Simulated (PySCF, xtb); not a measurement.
Br2Mg, SMILES [Br][Mg-][Br], charge -1, multiplicity 2.

Harmonic wavenumbers (cm⁻¹) from GFN2-xTB in xtb at its own minimum, in rising order: 30, 125, 186.

Problem. What does PBE-D3(BJ)/def2-SVPD run with PySCF give at its own minimum? (Estimate from the structure and the level; the computed values follow.)

Solution. 60, 223, 306. Paired by order, the mean absolute difference is 82 cm⁻¹ and the zero-point energies are 0.5 and 0.8 kcal/mol.
